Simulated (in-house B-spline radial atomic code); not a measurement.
Results of a calculation; reference values are marked as such.
**Building a PAW s channel for Ni, r_c = 1.94 bohr**

Ni, [Ar] 3d8 4s2, non-relativistic LDA (VWN5), spherical and spin-unpolarised, from a B-spline radial code for spherical atoms (atomic units; all potentials screened as in the neutral atom).

Two all-electron partial waves φ1, φ2 are integrated outwards at E1 = ε(4s) = -0.210765 and E2 = E1 + 2 hartree; φ1 is the bound orbital and φ2 has unit norm inside r_c = 1.9372 bohr. Smooth partners are polynomials, r^1(a0 + a1 r² + a2 r⁴ + a3 r⁶), matched to φ and three derivatives at r_c, with no condition on the norm. The local potential is -5.63348 + (3.66744) r² + (-1.00624) r⁴ + (0.101683) r⁶ inside 1.586 bohr and the all-electron one outside.

```json
{"wave": "1", "φ(r_c)": "0.6192884", "φ'(r_c)": "0.1647921", "a0": "0.1222376", "a1": "0.1728719", "a2": "-0.0445713", "a3": "0.003337796"}
{"wave": "2", "φ(r_c)": "0.3331219", "φ'(r_c)": "-2.611274", "a0": "1.589573", "a1": "-0.2219126", "a2": "-0.08490346", "a3": "0.01155825"}
```

Inside r_c the overlaps are <φi φj> = [[0.21529, 0.41801], [0.41801, 1.00000]] and, for the smooth waves, [[0.22440, 0.53626], [0.53626, 1.85973]]. With χj = (Ej − T − V_local) applied to smooth wave j, the program's quadrature gives the matrix B_ij = <smooth i, χj> as [[0.20864, 1.18648], [0.94997, 5.80470]].

**Question.** Check the match of the first wave, and find the augmentation charges q_ij.

**Answer.** At r_c the four terms are 0.23680, 1.25675, -1.21598, 0.34173, which sum to 0.6193, φ1(r_c) to rounding. q_ij is the all-electron overlap less the smooth one: [[-0.00910, -0.11826], [-0.11826, -0.85973]]. The smooth first wave has a norm of 0.2244 inside r_c against 0.2153, so q11 is negative and must stay small enough for the overlap operator to be positive.

**Question.** B isn't symmetric. Show that D_ij = B_ij + Ej q_ij is.

**Answer.** Integrating by parts gives B12 − B21 = (E1 − E2) q12: 1.18648 − (0.94997) = 0.23651, and −2 × (-0.11826) = 0.23651. So D12 = 1.18648 + (1.789235)(-0.11826) = 0.97489 and D21 = 0.94997 + (-0.210765)(-0.11826) = 0.97489; D11 = 0.21056, D22 = 4.26644. The projectors, p = (B⁻¹)ᵀ χ, are dual to the smooth waves; det B = 0.084.

Solving (T + V_local + Σ p D p) ψ = E (1 + Σ p q p) ψ in a sphere of 9 bohr, whose wall lifts the free-atom level a little, gives these levels:

```json
{"all-electron": "-0.210476", "one projector": "-0.210476", "two projectors": "-13.209100"}
{"all-electron": "0.084727", "one projector": "0.082828", "two projectors": "-0.210476"}
{"all-electron": "0.419443", "one projector": "0.341923", "two projectors": "0.084715"}
{"all-electron": "0.912191", "one projector": "0.467696", "two projectors": "0.419388"}
{"all-electron": "1.552070", "one projector": "0.940410", "two projectors": "0.912100"}
```

**Question.** What does the second projector gain?

**Answer.** With one projector the errors are 0.00, -1.90 millihartree, and the level at 0.3419 is out of step with the all-electron series: an extra state, or one far too low, so the pairing ends there; skipping it, the next levels are off by +48.3, +28.2 millihartree. With two a ghost lies below the reference level, so the set fails. The lowest eigenvalue of the overlap operator is 0.8828 with one and 0.03106 with two projectors. The smooth orbital alone needs a cutoff of 4.74 hartree for 1 millihartree of kinetic energy, against 8.82 for a norm-conserving Troullier-Martins orbital of the same radius, which is no gain while the set fails.
